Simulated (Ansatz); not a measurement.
Relaxation of GeH5NS (8 atoms, charge 0, multiplicity 1), to a largest force component of 0.02 eV/Å in at most 50 steps.

Computed with RHF/def2-SVP (Ansatz 0.2.0).

```xyz
8
Properties=species:S:1:pos:R:3
N -1.096 0.426 -0.561
Ge 0.522 0.228 0.219
S 0.930 -1.939 0.366
H -1.206 1.511 -0.685
H -1.077 0.065 -1.553
H 0.520 0.878 1.634
H 2.068 -2.133 -0.389
H -0.139 -2.145 1.168
```

**Question.** Where does it end, and by what steps?

**Answer.** The run converged. The force dipped under the threshold on the way, but the program's further checks kept it going. After 29 steps the energy has fallen by 5.455 eV; H5 moved furthest, 1.22 Å. Parted: Ge2–S3.

| step | energy less start (eV) | largest force component (eV/Å) | accepted |
| --- | --- | --- | --- |
| 0 | 0.0000 | 4.659 | yes |
| 2 | -3.2559 | 1.824 | yes |
| 4 | -4.4902 | 1.496 | yes |
| 6 | -4.9846 | 1.887 | yes |
| 8 | -5.3165 | 0.626 | yes |
| 10 | -5.3595 | 2.023 | no |
| 12 | -5.4269 | 0.183 | yes |
| 14 | -5.4416 | 0.440 | yes |
| 16 | -5.4513 | 0.095 | yes |
| 18 | -5.4516 | 0.064 | yes |
| 20 | -5.4542 | 0.062 | yes |
| 22 | -5.4546 | 0.011 | yes |
| 24 | -5.4544 | 0.151 | no |
| 26 | -5.4538 | 0.206 | no |
| 28 | -5.4549 | 0.054 | no |
| 29 | -5.4552 | 0.013 | yes |

```xyz
8
Properties=species:S:1:pos:R:3
N -0.930 1.107 -0.842
Ge 0.716 0.815 -0.154
S 0.699 -2.686 0.245
H -1.792 1.071 -0.333
H -1.077 1.253 -1.822
H 0.211 0.660 1.343
H 2.032 -2.734 0.185
H 0.662 -2.594 1.576
```

Whether the end is a true minimum wasn't checked by a vibrational analysis.

Time of the run: 38 s on 1 thread of Intel(R) Xeon(R) 6975P-C (Granite Rapids), on a shared host, peak memory 0.21 GiB.
